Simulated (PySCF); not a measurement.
**[La(CH3)2]+ at several levels of theory**

Computed with PySCF 2.14.0 (density fitting, no spin-orbit coupling) at the geometry relaxed with PBE0:

```xyz
9
[La(CH3)2]+ (singlet)
La    0.0000    0.0000   -0.1996
C     1.8658   -0.1288    1.2835
H     2.6808    0.5481    0.9580
H     1.5980    0.1419    2.3221
H     2.2876   -1.1535    1.3101
C    -1.8658    0.1288    1.2835
H    -2.6808   -0.5481    0.9580
H    -1.5980   -0.1419    2.3221
H    -2.2876    1.1535    1.3101
```

```tsv
level	basis	state	HOMO (eV)	gap (eV)	charge on La1 (e)	population of f-type functions on La1 (core shells left out)	dipole about the centre of mass (D)	largest force component (eV/Å)
PBE0	La def2-SVP with ECP46, C def2-SVP, H def2-SVP	singlet	-11.05	4.42	1.30	0.08	3.83	0.02
revPBE	the same	singlet	-9.93	2.61	1.21	0.07	3.36	0.29
PBE0	La def2-TZVP with ECP46, C def2-TZVP, H def2-TZVP	singlet	-11.04	4.42	1.48	0.06	4.00	0.30
```

Charges are Mulliken's, which hang on the basis. The relaxation used the grid (50, 194), these runs (75, 302) or, all-electron (x2c bases, spin-free X2C Hamiltonian), (99, 590).

Question: What does TPSSh with La def2-SVP with ECP46, C def2-SVP, H def2-SVP give here?

Answer: state singlet, HOMO (eV) -10.40, gap (eV) 3.51, charge on La1 (e) 1.30, population of f-type functions on La1 (core shells left out) 0.07, dipole about the centre of mass (D) 3.81, largest force component (eV/Å) 0.29. Time: 8.3 s on 2 threads of Intel(R) Xeon(R) Platinum 8375C CPU @ 2.90GHz (Ice Lake), with other jobs on the host, from an already converged density.

In the first row's basis the gap widens with exact exchange: 2.6 eV for revPBE (none); 3.5 to 4.4 eV for TPSSh, PBE0 (a fixed share).
